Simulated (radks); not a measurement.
Problem. These are the eigenvalues of the occupied orbitals of an atom or ion with whole-number occupations (eV). Method: Dirac Kohn-Sham, PBE, spin-unpolarised, spherical densities, finite nucleus; Fermi nuclear charge, rms radius of each element as measured or else 0.836 A^(1/3) + 0.57 fm; computed with a radial shooting solver on a logarithmic mesh with Libxc functionals.

| orbital | eigenvalue |
|---|---|
| 1s1/2 | -17926.22 |
| 2s1/2 | -2576.103 |
| 2p1/2 | -2367.539 |
| 2p3/2 | -2281.633 |
| 3s1/2 | -509.9285 |
| 3p1/2 | -432.2077 |
| 3p3/2 | -418.4516 |
| 3d3/2 | -281.4733 |
| 3d5/2 | -278.9449 |
| 4s1/2 | -148.6938 |
| 4p1/2 | -125.6186 |
| 4p3/2 | -123.2849 |

Which element is it, and in what charge state? The configuration may be excited. Open shells, if any, are shared by 2j + 1.

Solution. Z = 40, zirconium, charge +7: Zr7+ in [Ar] 3d10 4s2 4p3. The list shows which subshells hold electrons but not how many an open one holds; the 1s level, -658.78 hartree, gives Z - s = 36.3 by -(Z - s)^2/2, which with screening and relativity narrows Z to a few neighbours, and the depths of the outer levels then fix element, charge and occupations together.
